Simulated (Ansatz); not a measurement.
ClTl (SMILES [Cl][Tl]), singlet, geometry from GFN2-xTB (such geometries of metal compounds can be far from the true shape) (core potentials on Tl). Base run: R2SCAN/def2-TZVP in Ansatz (a first-principles code).

Geometry (Å):
```xyz
2

Tl     0.0000     0.0000    -0.4498
Cl     0.0000     0.0000     2.1432
```
Charge 0, spin multiplicity 1.
All else is at Ansatz's defaults.

Each row names what was changed in the base input (with any setting that the change needs).

| change | E (Eh) |
|---|---|
| base | -632.85889 |
| functional = wB97M-V | ___ |
| functional = b3lyp5 | -632.74807 |
| functional = lc_wpbe | -632.69911 |
| functional = SVWN5 | ___ |
| functional = wB97X | ___ |
| functional = B97M-V | -632.68701 |
| functional = b3lyp | -632.89172 |
| functional = revpbe | -632.81329 |
| functional = pbe0 | -632.65637 |
| functional = hse06 | ___ |
| functional = pbe0; dispersion = d4 | -632.65772 |
| functional = hf | -631.10778 |

Fill in the missing entries.


- functional = wB97M-V, E (Eh): -632.70520
- functional = SVWN5, E (Eh): -631.09253
- functional = wB97X, E (Eh): -632.83929
- functional = hse06, E (Eh): -632.64818

Totals shift with the method and basis; they matter in differences.
